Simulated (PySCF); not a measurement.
Compound: C₄H₄N₄Si.
Geometry (GFN2-xTB, Å), atoms numbered from 1 in this order:
```
atom  x, y, z in Å
N1    -2.990    0.869   -0.253
C2    -2.058    0.357   -0.676
C3    -0.863   -0.275   -1.138
Si4    0.522   -0.037    0.163
N5    -0.129   -0.308    1.717
C6     1.338    1.623   -0.157
N7     1.832    2.640   -0.338
C8     1.880   -1.287   -0.126
N9     2.713   -2.048   -0.309
H10   -1.065   -1.337   -1.286
H11   -0.579    0.157   -2.099
H12   -1.057    0.013    1.946
H13    0.451   -0.366    2.538
```

The calculation used TDDFT PBE0/def2-SVPD, vertical, gas phase, core orbitals frozen in the response (PySCF).

Transition dipole moments from the ground state, in atomic units and in the frame of the coordinates above (overall signs are arbitrary), for the states with f of 0.002 or more among the lowest 8:

| state | E (eV) | μx | μy | μz |
| --- | --- | --- | --- | --- |
| S1 | 5.999 | 0.000 | 0.378 | -0.145 |
| S2 | 6.208 | 0.016 | 0.160 | 0.052 |
| S3 | 6.785 | -0.322 | 0.013 | 0.045 |
| S4 | 6.878 | 0.127 | 0.005 | 0.035 |
| S5 | 7.038 | -0.572 | 0.011 | -0.119 |
| S8 | 7.275 | -0.143 | -0.071 | 0.015 |

Q: Work out the oscillator strengths.

A: f = (2/3) ΔE |μ|² with ΔE in hartree (27.2114 eV).

| state | \|μ\|² (au) | \|μ\| (D) | f |
| --- | --- | --- | --- |
| S1 | 0.164 | 1.03 | 0.024 |
| S2 | 0.028 | 0.43 | 0.004 |
| S3 | 0.106 | 0.83 | 0.018 |
| S4 | 0.017 | 0.34 | 0.003 |
| S5 | 0.342 | 1.49 | 0.059 |
| S8 | 0.026 | 0.41 | 0.005 |

Q: Which bond between heavy atoms lies closest to the direction of the S5 transition dipole?

A: C3–Si4, at 32° from it; next C2–C3 at 40°.

Q: What angle do the transition dipoles of S3 and S5 make?

A: |cos θ| = |μa·μb| / (|μa| |μb|) = 0.94, so θ ≈ 20° (taken between 0 and 90°, since the signs are arbitrary).

Q: How is the summed strength of these states shared among x, y and z?

A: (2/3) Σ ΔE μα² gives 0.080 for x, 0.026 for y and 0.007 for z, 0.112 in all.

Q: What peak molar absorption coefficient would the strongest computed level give as a lone Gaussian band 0.3 eV wide at half height?

A: ε(max) = 2.175×10⁸ f / FWHM, with the width in cm⁻¹. S5: 2.175×10⁸ × 0.0589 / 2420 ≈ 5300 L mol⁻¹ cm⁻¹.

One conformer stands for the species.
